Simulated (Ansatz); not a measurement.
Molecule: C₃H₁₀NSi (charge 0, doublet). It need not be the lowest isomer of its formula. 
Coordinates optimised at B3LYP-D3(BJ)/def2-TZVP (Ansatz, an electronic-structure program):
```
Si
N 1 1.7402
H 2 1.0098 1 118.84
H 2 1.0098 3 109.64 1 -141.36
C 1 1.8526 2 113.53 3 -68.73
H 5 1.0861 1 123.15 2 88.00
H 5 1.0861 6 113.57 1 175.24
C 1 1.8717 2 106.67 3 51.02
H 8 1.0917 1 110.87 2 58.31
H 8 1.0921 9 108.32 1 -122.06
H 8 1.0932 9 107.86 10 -116.00
C 1 1.8718 2 106.63 3 171.51
H 12 1.0917 1 110.87 2 -58.19
H 12 1.0920 13 108.32 1 122.06
H 12 1.0932 13 107.86 14 116.00
```
Charge 0, spin multiplicity 2.

Quantity: atomisation energy (electronic, to ground-state atoms); the coupled-cluster value holds the core correlation from cc-pwCVTZ, in eV. Correlated levels leave the core frozen unless marked. UHF or UKS for open shells. Spin-orbit coupling is left out. Non-relativistic. Basis-set limits of correlation are two-point, X^-3; Hartree-Fock from the larger set.

Level to compare with: CCSD(T)/CBS(cc-pV(T+d)Z,cc-pV(Q+d)Z) plus the core term (Ansatz), 57.68 eV. It is a level with limits of its own, and the differences hold the functionals' basis error too.

Task: Rank these functionals by how close they come to CCSD(T)/CBS(cc-pV(T+d)Z,cc-pV(Q+d)Z), closest first: wB97M-V/def2-TZVPD (Ansatz); BHLYP/def2-TZVPD (Ansatz); BLYP/def2-TZVPD (Ansatz); r2SCANh/def2-TZVPD (Ansatz).

Result: wB97M-V/def2-TZVPD (range-separated hybrid meta-GGA with VV10, 57.60 eV, difference -0.08), r2SCANh/def2-TZVPD (hybrid meta-GGA, 57.31 eV, difference -0.37), BLYP/def2-TZVPD (GGA, 56.58 eV, difference -1.10), BHLYP/def2-TZVPD (global hybrid, 56.06 eV, difference -1.62)
